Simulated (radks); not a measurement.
Dipole-allowed excitations along the series with 36 electrons in [Kr]. Method: scalar-relativistic Kohn-Sham, PBE, spin-polarised, spherical densities, finite nucleus; Fermi nuclear charge, rms radius of each element as measured or else 0.836 A^(1/3) + 0.57 fm; computed with a radial shooting solver on a logarithmic mesh with Libxc functionals. Time-dependent linear response with the Hartree and adiabatic LDA kernel, continuum included through the Sternheimer equations, no spin-orbit coupling, so fine structure and intercombination lines are absent. Lines are the poles of the dipole polarisability below minus the highest occupied eigenvalue, found on a grid refined at the orbital gaps; the lowest seven at most are given, and weak or close lines can be missed. The first line takes the name of the lowest orbital gap if no other gap lies below it; otherwise a line is named after a gap within 0.6 % of it, if that gap stands alone.

| species | -e(HOMO) (eV) | lowest orbital gap (eV) | first line (eV) | f | static alpha (bohr^3) |
|---|---|---|---|---|---|
| Te16+ | 451.52 | 4p-4d 82.364 | 102.27 (4p-4d) | 4.31 | 0.3462 |
| I17+ | 495.02 | 4p-4d 86.654 | 107.38 (4p-4d) | 4.21 | 0.3068 |
| Cs19+ | 587.47 | 4p-4d 95.387 | 117.72 (4p-4d) | 4.03 | 0.2441 |
| Ba20+ | 636.43 | 4p-4d 99.840 | 122.97 (4p-4d) | 3.95 | 0.2191 |
| La21+ | 687.22 | 4p-4d 104.36 | 128.28 (4p-4d) | 3.87 | 0.1973 |

Estimate the first line of Xe18+, its oscillator strength and the static polarisability.

Answer. 112.52 eV (4p-4d), f = 4.12, alpha = 0.2731 bohr^3.
